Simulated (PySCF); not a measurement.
ECD: `O=C(O)[C@@H]1[SiH2][C@H]1O[SiH3]`, C3H8O3Si2

Geometry:
```json
{"atom": "O1", "x (Å)": "2.166", "y (Å)": "-1.161", "z (Å)": "1.788"}
{"atom": "C2", "x (Å)": "1.732", "y (Å)": "-0.412", "z (Å)": "0.947"}
{"atom": "O3", "x (Å)": "2.294", "y (Å)": "0.806", "z (Å)": "0.730"}
{"atom": "C4", "x (Å)": "0.638", "y (Å)": "-0.684", "z (Å)": "0.031"}
{"atom": "Si5", "x (Å)": "0.929", "y (Å)": "-0.261", "z (Å)": "-1.820"}
{"atom": "C6", "x (Å)": "-0.189", "y (Å)": "0.498", "z (Å)": "-0.510"}
{"atom": "O7", "x (Å)": "-1.548", "y (Å)": "0.269", "z (Å)": "-0.613"}
{"atom": "Si8", "x (Å)": "-2.678", "y (Å)": "0.244", "z (Å)": "0.556"}
{"atom": "H9", "x (Å)": "3.028", "y (Å)": "0.931", "z (Å)": "1.351"}
{"atom": "H10", "x (Å)": "0.067", "y (Å)": "-1.566", "z (Å)": "0.288"}
{"atom": "H11", "x (Å)": "0.307", "y (Å)": "-1.195", "z (Å)": "-2.738"}
{"atom": "H12", "x (Å)": "2.190", "y (Å)": "0.376", "z (Å)": "-2.136"}
{"atom": "H13", "x (Å)": "0.046", "y (Å)": "1.453", "z (Å)": "-0.047"}
{"atom": "H14", "x (Å)": "-2.400", "y (Å)": "-0.777", "z (Å)": "1.569"}
{"atom": "H15", "x (Å)": "-3.832", "y (Å)": "-0.061", "z (Å)": "-0.272"}
{"atom": "H16", "x (Å)": "-2.757", "y (Å)": "1.547", "z (Å)": "1.224"}
```

Computed with TDDFT B3LYP/def2-SVPD circular dichroism and optical rotation, one conformer, gas phase (PySCF). Geometry: GFN2-xTB.

The molecule is flexible and this is one conformer; a measurement averages over conformers. States above about 6.9 eV lie in this functional's continuum (it starts at minus the energy of the highest occupied orbital, well below the true ionisation energy for most functionals) and depend on the basis.

(1) Assign R or S to each stereocentre.

(2) Which excitations and rotatory strengths does the calculation give?

## Answers

(1) C4 S, C6 R.

(2) Rotatory strengths R in 10⁻⁴⁰ esu² cm², velocity form and length form (origin at the centre of mass); f in length form.
| state | E (eV) | λ (nm) | f | R (velocity) | R (length) | main |
| --- | --- | --- | --- | --- | --- | --- |
| 1 | 5.13 | 242 | 0.060 | -14.8 | -13.7 | HOMO→LUMO 0.80 |
| 2 | 5.74 | 216 | 0.0008 | -3.0 | -3.8 | HOMO→LUMO+1 0.94 |
| 3 | 5.91 | 210 | 0.094 | +73.0 | +71.1 | HOMO−2→LUMO 0.34, HOMO−1→LUMO 0.30 |
| 4 | 6.06 | 205 | 0.070 | -67.4 | -68.4 | HOMO−1→LUMO 0.53, HOMO−2→LUMO 0.14 |
| 5 | 6.16 | 201 | 0.011 | +10.9 | +9.6 | HOMO→LUMO+2 0.68, HOMO−2→LUMO 0.17 |
| 6 | 6.27 | 198 | 0.069 | -4.8 | -4.7 | HOMO→LUMO+3 0.68, HOMO−2→LUMO 0.13 |
| 7 | 6.55 | 189 | 0.006 | +1.8 | +2.1 | HOMO−1→LUMO+1 0.91 |
| 8 | 6.59 | 188 | 0.013 | +18.1 | +17.1 | HOMO→LUMO+4 0.69, HOMO→LUMO+6 0.20 |
| 9 | 6.64 | 187 | 0.008 | -19.8 | -18.7 | HOMO→LUMO+5 0.87 |
| 10 | 6.81 | 182 | 0.022 | -17.8 | -17.2 | HOMO→LUMO+6 0.67, HOMO→LUMO+4 0.17 |
| 11 | 7.01 | 177 | 0.052 | -34.7 | -33.7 | HOMO−1→LUMO+2 0.78 |
| 12 | 7.08 | 175 | 0.015 | +5.0 | +4.8 | HOMO−2→LUMO+1 0.33, HOMO−1→LUMO+3 0.28 |
| 13 | 7.10 | 175 | 0.005 | -7.2 | -7.1 | HOMO−1→LUMO+3 0.36, HOMO→LUMO+7 0.24 |
| 14 | 7.13 | 174 | 0.039 | -20.5 | -21.7 | HOMO−3→LUMO 0.51, HOMO→LUMO+7 0.20 |
| 15 | 7.21 | 172 | 0.044 | -10.8 | -10.3 | HOMO−2→LUMO+1 0.42, HOMO−1→LUMO+3 0.22 |
| 16 | 7.29 | 170 | 0.005 | -1.4 | -1.6 | HOMO→LUMO+8 0.83 |

Among the states computed, the strongest CD band (largest |R|) is state 3. The largest dissymmetry factor in size, g = 4R/(D+G), with D and G the electric and magnetic dipole strengths, is -0.028 for state 2 (velocity form, f = 0.0009), among bands with |R| over 0.5. The mirror image has the same energies and oscillator strengths and all R with the opposite sign.
